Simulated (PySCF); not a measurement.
C5H7NOSi2, SMILES N#C[SiH2][SiH2]c1ccco1 (GFN2-xTB optimised geometry):

```
16

N     -2.201     1.137     2.733
C     -2.317     0.497     1.790
Si    -2.451    -0.569     0.262
Si    -0.474    -1.751     0.015
C      0.862    -0.439     0.000
C      2.230    -0.439     0.000
C      2.639     0.912     0.000
C      1.491     1.647     0.000
O      0.420     0.846    -0.002
H     -2.773     0.388    -0.803
H     -3.643    -1.389     0.519
H     -0.180    -2.705     1.093
H     -0.414    -2.507    -1.246
H      2.862    -1.305     0.001
H      3.643     1.286     0.001
H      1.317     2.705     0.003
```

Level of theory: B3LYP/def2-TZVP (PySCF).

**Question.** What are the frontier orbital energies and the dipole moment?

**Answer.** HOMO-2 -8.71 eV, HOMO-1 -8.16 eV, HOMO -6.70 eV, LUMO -1.02 eV, LUMO+1 -0.82 eV; dipole moment 3.86 D.

Meta-Löwdin charges at B3LYP/def2-TZVP: N1 -0.18, C2 -0.13, Si3 0.41, Si4 0.42, C5 -0.08, C6 -0.16, C7 -0.18, C8 0.05, O9 -0.23, H10 -0.06, H11 -0.07, H12 -0.08, H13 -0.09, H14 0.13, H15 0.14, H16 0.14.
